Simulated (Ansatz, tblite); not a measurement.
Cost and result up the ladder for Na2Cl2 (the lowest singlet isomer of a short search) (4 atoms). Total charge 0; singlet. Geometry: PBE0-D4/def2-TZVP.

```xyz
4

Na   -0.5690    1.2382    0.8285
Na    0.5691   -1.2380   -0.8290
Cl   -1.6488   -0.0413   -1.0694
Cl    1.6487    0.0411    1.0699
```

Ansatz on 4 threads of Arm Neoverse V1 on a shared host; xTB runs through tblite on one thread. Times are rough, summed over both states, and most runs start from the orbitals of an earlier one. CCSD(T)/def2-TZVPP serves as the yardstick here, not as an exact answer. The other state is a doublet.

The xTB rows come from tblite. Correlated methods freeze 12 core orbitals; core or outer-core shells of Na are correlated, in sets that lack core-valence functions. The structure comes from a short search, and lower isomers may exist.

Raw xTB energies of ions are shifted by several eV.

| level | functions | wall time |
| --- | --- | --- |
| GFN1-xTB | 26 | 0.007 s |
| GFN2-xTB | 26 | 0.008 s |
| PBE-D4/def2-TZVP | 138 | 5.2 s |
| PBE0-D4/def2-TZVP | 138 | 12 s |
| r2SCAN-D4/def2-TZVP | 138 | 19 s |
| CCSD(T)/def2-TZVPP | 148 | 2.1 min |

Task: Estimate what each level gives for the vertical IE (eV).

Result: 
```json
{"level": "GFN1-xTB", "vertical IE (eV)": "14.32", "difference from CCSD(T)/def2-TZVPP (eV)": "4.34"}
{"level": "GFN2-xTB", "vertical IE (eV)": "13.46", "difference from CCSD(T)/def2-TZVPP (eV)": "3.48"}
{"level": "PBE-D4/def2-TZVP", "vertical IE (eV)": "9.04", "difference from CCSD(T)/def2-TZVPP (eV)": "-0.94"}
{"level": "PBE0-D4/def2-TZVP", "vertical IE (eV)": "9.47", "difference from CCSD(T)/def2-TZVPP (eV)": "-0.52"}
{"level": "r2SCAN-D4/def2-TZVP", "vertical IE (eV)": "9.25", "difference from CCSD(T)/def2-TZVPP (eV)": "-0.73"}
{"level": "CCSD(T)/def2-TZVPP", "vertical IE (eV)": "9.98", "difference from CCSD(T)/def2-TZVPP (eV)": "0.00"}
```
